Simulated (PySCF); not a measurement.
**Electron correlation in Cr (chromium, neutral)**

[Ar] 3d5 4s1, high-spin 7S determinant. Computed with PySCF 2.14 in aug-cc-pVTZ-DK, with the spin-free X2C one-electron Hamiltonian (Gaussian nucleus). Frozen: [Ar]; 6 electrons correlated.

```json
{"level": "CCSD", "correlation energy (mhartree)": "-102.57"}
{"level": "(T)", "correlation energy (mhartree)": "-3.33"}
{"level": "CCSD(T)", "correlation energy (mhartree)": "-105.90"}
```

Diagnostics: T1 = 0.020, D1 = 0.0400, largest double amplitude 0.026.

Cost of the coupled-cluster step: about 23 core-seconds, for 6 correlated electrons.
